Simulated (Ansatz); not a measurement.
A structure relaxed at PBE-D4/def2-SVP in Ansatz, charge 1, doublet:

```xyz
13

Zr    0.7838    0.3051    0.2154
Ge   -1.7423   -0.7773   -1.1692
Ge   -0.8196   -1.9508    0.9208
Ge    0.7051   -1.2821    2.7658
Ge    0.8931   -2.6035   -0.9095
Ge    2.6906   -0.8563   -1.3622
Ge   -0.5201    1.7049   -1.9115
Ge    0.6030    1.4417    2.9696
Ge   -2.5302    1.0910    0.4071
Ge    0.2329   -0.9471   -2.8814
Ge   -1.5497    0.1796    2.6037
Ge   -0.5985    2.6172    1.0682
Ge    1.8520    1.0776   -2.7169
```

(1) Give its formula.

(2) Summarise the bond lengths by kind (pairs closer than 1.2 times the sum of covalent radii, bridged metal pairs left out).

Results:

(1) the cluster ZrGe12⁺ (the lowest doublet isomer of a short search).

(2) 18 × Ge–Ge 2.49 to 2.86 Å; 12 × Ge–Zr 2.73 to 3.41 Å. The metal has 12 neighbours: Ge 3.08 Å, Ge 2.86 Å, Ge 3.00 Å, Ge 3.12 Å, Ge 2.73 Å, Ge 2.86 Å, Ge 2.98 Å, Ge 3.41 Å, Ge 3.39 Å, Ge 3.34 Å, Ge 2.83 Å, Ge 3.21 Å.

In the def2 sets Zr takes a core potential; there is no spin–orbit coupling. Single mean-field runs in def2-SVP are fitted with def2-universal-jkfit. Another isomer (doublet) lies 0.07 eV lower at PBE0-D4/def2-TZVP; other spin states weren't run for this one.
